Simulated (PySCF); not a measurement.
## Excitation energy of W by level of theory

W [Xe] 4f14 5d4 6s2 (5D) → W [Xe] 4f14 5d6 (5D), as a difference of total energies. All numbers are calculated (PySCF 2.14, the spin-free X2C one-electron Hamiltonian (Gaussian nucleus), in x2c-TZVPPall with one added diffuse shell each of s, p, d, f type (12s8p8d4f1g, 113 functions)). Correlated levels: valence: [Xe] 4f14 frozen. The calculations carry no spin-orbit coupling.

| method | excitation energy (eV) |
| --- | --- |
| UHF | 4.282 |
| LDA | 3.757 |
| PBE | 3.688 |
| PBE0 | 3.718 |
| r2SCAN | 3.894 |
| MP2 (valence) | 3.962 |
| SCS-MP2 (valence) | 4.079 |

Problem. How much does correlation contribute at MP2 (valence)?

Solution. 3.962 − (4.282) = -0.320 eV, measured against UHF.

A first-order spin-orbit estimate (lowest level to lowest level, LS coupling) adds 0.198 eV.
